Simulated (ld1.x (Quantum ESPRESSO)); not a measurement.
# thallium (Tl): one change to a TM semilocal potential, before and after

```
Element                 : Tl
Generator               : ld1.x (Quantum ESPRESSO) 7.5
Type                    : norm-conserving Troullier–Martins (semilocal form)
Functional              : PBE
Relativity              : scalar-relativistic
Frozen core             : [Xe] 4f14 5d10
Valence charge          : 3
Reference configuration : 6s2 6p1
Partial waves           : 6s (bound): rc 2.10 bohr; 6p (bound): rc 2.50 bohr
Local potential         : the p channel
Core correction         : none
```

Change: all radii scaled by about 1.31 (s 2.74, p 3.28 bohr).

Cutoffs: the cutoffs (Ry, on a coarse ladder) from which the occupation-weighted sum of valence levels, in a spherical-Bessel basis at the reference potential, stays within 10 and 1 mRy of its value at 400 Ry; they do not see the model core or the augmentation charge, which bear on the density cutoff. Errors are all-electron minus pseudo energies relative to the spin-unpolarised reference configuration.

How do hardness, ghosts and transferability respond?

The potential gets softer (18 Ry and 30 Ry → 10 Ry and 21 Ry); of the 7 tests that both files solve, the error grows in 1 and shrinks in 2 by more than 15 % and 0.3 meV (median size 34.7 → 27.1 meV); neither file shows a bound ghost. A larger radius leaves more room for a smooth pseudo-wave, so fewer plane waves are needed. A semilocal file is local in each channel, so a ghost entry of none says nothing of the separable form that plane-wave codes build from it.

| quantity | base | changed |
| --- | --- | --- |
| cutoff, loose | 18 Ry | 10 Ry |
| cutoff, tight | 30 Ry | 21 Ry |
| loose cutoff by channel (10 mRy a level) | s 10 Ry, p 6 Ry | s 8 Ry, p 6 Ry |
| bound ghosts | none | none |
| error for 6s2 6p0, meV [ΔE 5.17 eV] | +48 | +47 |
| error for 6s1 6p0, meV [ΔE 25.95 eV] | +106 | +91 |
| error for 6s2 6p0.5, meV [ΔE 1.85 eV] | +8.7 | +8.8 |
| error for 6s2 6p1.3, meV [ΔE -0.49 eV] | +2.1 | +2.2 |
| error for 6s0 6p3, meV [ΔE 15.21 eV] | +190 | +156 |
| error for 6s1 6p2, meV [ΔE 7.40 eV] | +35 | +27 |
| error for 6s1 6p1, meV [ΔE 13.44 eV] | -7.9 | -14 |
